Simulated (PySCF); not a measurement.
Si(Cl)2(I)(Me) (CH3Cl2ISi), SMILES C[Si](Cl)(Cl)I.

Geometry optimised at PBE-D3(BJ)/def2-SVP. The def2 effective core potentials stand for the cores of I; spin–orbit coupling is left out.

Computed with PBE-D3(BJ)/def2-SVP (PySCF).

Frequencies are harmonic and unscaled.

List the normal modes with their intensities. (An estimate is asked for; the answer gives what the named calculation found.)


| mode | ν (cm⁻¹) | IR (km/mol) | moving atoms (share of kinetic energy) |
|---|---|---|---|
| 1 | 115 | 0.2 | Cl 69 %, I 13 %, C 8 % |
| 2 | 125 | 0.9 | Cl 58 %, C 16 %, I 15 % |
| 3 | 167 | 0.0 | H 99 % |
| 4 | 169 | 0.8 | C 34 %, I 26 %, H 20 %, Cl 19 % |
| 5 | 192 | 0.6 | Cl 33 %, C 30 %, H 25 %, Si 11 % |
| 6 | 195 | 5.1 | Cl 59 %, Si 25 %, C 11 % |
| 7 | 333 | 39.1 | Si 45 %, Cl 24 %, C 13 %, I 12 % |
| 8 | 503 | 119.0 | Si 49 %, Cl 39 % |
| 9 | 567 | 104.2 | Si 56 %, Cl 36 % |
| 10 | 727 | 61.2 | Si 43 %, C 40 %, H 16 % |
| 11 | 779 | 97.3 | H 72 %, C 20 % |
| 12 | 787 | 67.0 | H 70 %, C 20 %, Si 10 % |
| 13 | 1214 | 16.7 | H 78 %, C 22 % |
| 14 | 1368 | 5.6 | H 96 % |
| 15 | 1371 | 2.4 | H 96 % |
| 16 | 2983 | 0.2 | H 97 % |
| 17 | 3093 | 0.0 | H 91 %, C 9 % |
| 18 | 3099 | 0.0 | H 91 %, C 9 % |
